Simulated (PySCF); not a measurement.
Structure with atom numbers: `[CH3:1][O:2][SiH:3]([O:4][CH3:5])[N:6]([SiH3:7])[SiH3:8]`. Each H is labelled by its parent atom.

PySCF 2.14.0 with density-fitted response routines calculation with geometry from PBE0-D3(BJ)/def2-SVP and GIAO CAM-B3LYP/pcSseg-1 shieldings; a single conformation, no solvent, rapidly exchanging positions averaged, non-relativistic Hamiltonian.

Shifts are taken against calculated references (same method and geometry level): TMS for ¹³C (σ = 182.45 ppm), ¹H (σ = 31.33 ppm), ²⁹Si (σ = 343.41 ppm); ¹⁷O (σ = 338.55 ppm) against H2O; NH3 for ¹⁵N (σ = 267.29 ppm).

```csv
atoms,nucleus,count,δ (ppm)
H(Si7)/H(Si8),¹H,6,4.56
C1/C5,¹³C,2,50.4
H(Si3),¹H,1,?
Si3,²⁹Si,1,-40.3
Si7/Si8,²⁹Si,2,-51.8
N6,¹⁵N,1,?
H(C1)/H(C5),¹H,6,3.60
O2/O4,¹⁷O,2,30.5
```

Task: Complete the table.

Result: 
- H(Si3): 4.46 ppm, hydrogen on a silicon bonded to N, 2 O
- N6: 12.8 ppm, nitrogen bonded to 3 Si

Shifts are as computed, not scaled to solution data. Of 1211 compounds with measured shifts, 218 miss one by over three times the rms of a fit or turn the order of signals round; such compounds aren't used in these exercises. Experimental scales use liquid or dissolved standards, which lie at an offset from isolated NH3 (liquid NH3: subtract about 20 ppm) and H2O (liquid H2O: subtract about 36 ppm).
